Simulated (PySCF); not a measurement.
Species: [Cu(CF3)2]-, C2CuF6 (charge -1 and singlet state).
Bonds: Cu1–C2, Cu1–C6, C2–F3, C2–F4, C2–F5, C6–F7, C6–F8, C6–F9.

Method used: PBE0-D3(BJ)/def2-SVP geometry optimisation, gas phase in PySCF.

(1) How far are the bound atoms from Cu1?

(2) What is the shape at Cu1?

(3) What are the other bond lengths?

(4) Give some angles away from the centre.

Results:

(1) 2 atoms: C2 1.965 Å, C6 1.965 Å. The nearest atom not counted as bound is F3, at 2.84 Å (others tie with it).

(2) Linear: angle 179.8°.

(3) C2–F3 and 5 like bonds 1.376 Å.

(4) Cu1–C2–F3 115.1°, F3–C2–F4 103.0°.

Point group: near D3d, missed by 0.13 Å at most; the miss may be what the optimiser left on a soft mode (D3 holds within 0.08 Å). Charge -1, singlet. The geometry's basis has no diffuse functions, a weakness for an anion. PBE0-D3(BJ)/def2-SVP frequencies: not computed here.
